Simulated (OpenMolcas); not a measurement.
Nb3+: effect of the metal basis

Nb3+ with its 8 nearest fluoride ions at 2.232 Å, on the Ca site of CaF2 (a = 5.46294 Å, distance in the model lattice 2.366 Å). The rest of the host is ab initio model potentials to 7.6 Å and point charges beyond; the distance is set by hand and nothing relaxes, and no local charge compensation is placed.

```yaml
Program: OpenMolcas
Method: CASSCF
Spin-orbit_coupling: RASSI with atomic mean-field integrals over the reference wave functions
```

Fixed: ligand basis ANO-RCC-VDZP, active space 2 electrons in 5 orbitals (4d), DKH2 Hamiltonian.

States (labels of O, the rotations of Oh). Energies in cm-1 above the lowest state or level, χT in cm3 K/mol; 10Dq and B are least-squares fits to the states below 45000 cm-1, weighted by degeneracy, with a free offset, and given where the rms deviation is under 5 % of |10Dq| (or 100 cm-1) and under 700 cm-1; 10Dq is negative for this site.

```tsv
Run	Metal basis	Ground state	First state of that spin	10Dq	B (rms of fit)	First gap with spin-orbit (degeneracies)	χT at 300 K	First state of another spin	Cost
A	ANO-RCC-VDZP	3A2	3T2 16518	-16483	709 (40)	10892 (3, 2)	0.901	1E 10987	roughly 23 core-seconds
B	ANO-RCC-VTZP	3A2	3T2 15908	-16105	698 (104)	10883 (3, 2)	0.900	1E 10986	roughly 30 core-seconds
```

Against A, |10Dq| changes by -2.3 % in B.

Costs are those of the RASSCF and RASSI steps.

Without dynamic correlation the repulsion within the d shell is too large (B by tens of per cent), so at a given field states of lower spin stand too high. With metal d orbitals alone the field can be off either way by tens of per cent. Ligand-to-metal charge-transfer states are missing. With no ligand orbital active B as a rule stays too high, so bands that hang on it stand too high and its fall with covalency is understated. No measured value stands beside these numbers; the geometry was set by hand and not optimised.
